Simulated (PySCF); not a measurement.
Molecule: C6H11 (charge 0, doublet). It need not be the lowest isomer of its formula. 
Geometry from a B3LYP-D3(BJ)/def2-TZVP (Ansatz) optimisation:
```xyz
17

C      2.5545    -0.0114    -0.3156
C      1.2335    -0.6926    -0.1505
C      0.0067    -0.0628    -0.0009
C     -0.0899     1.4451     0.0039
C     -1.1564    -0.8090     0.1527
C     -2.5232    -0.2301     0.3124
H      3.3622    -0.7406    -0.3736
H      2.5982     0.5953    -1.2274
H      2.7814     0.6630     0.5171
H      1.2334    -1.7771    -0.1461
H     -0.8350     1.7927    -0.7147
H      0.8577     1.9179    -0.2432
H     -0.3994     1.8140     0.9854
H     -1.0655    -1.8893     0.1381
H     -2.8896     0.2227    -0.6183
H     -2.5511     0.5611     1.0681
H     -3.2438    -0.9941     0.6034
```
Charge 0, spin multiplicity 2.

Dispersion corrections to the total energy (kcal/mol) from the dftd3 and dftd4 libraries through PySCF: D3(BJ) without and D4 with the three-body term, each with the damping fitted for the functional named.

| functional | D3(BJ) | D4 |
|---|---|---|
| HSE06 | -5.37 | (withheld) |
| BLYP | -17.45 | -17.62 |
| CAM-B3LYP | -6.36 | -6.69 |
| B3LYP | -14.19 | -12.58 |
| TPSS | (withheld) | -10.74 |
| PBE0 | (withheld) | -6.71 |
| HF | -62.85 | -29.30 |

Q: What belongs in the gaps?

A: 
- HSE06, D4: -6.19
- TPSS, D3(BJ): -10.58
- PBE0, D3(BJ): -7.27
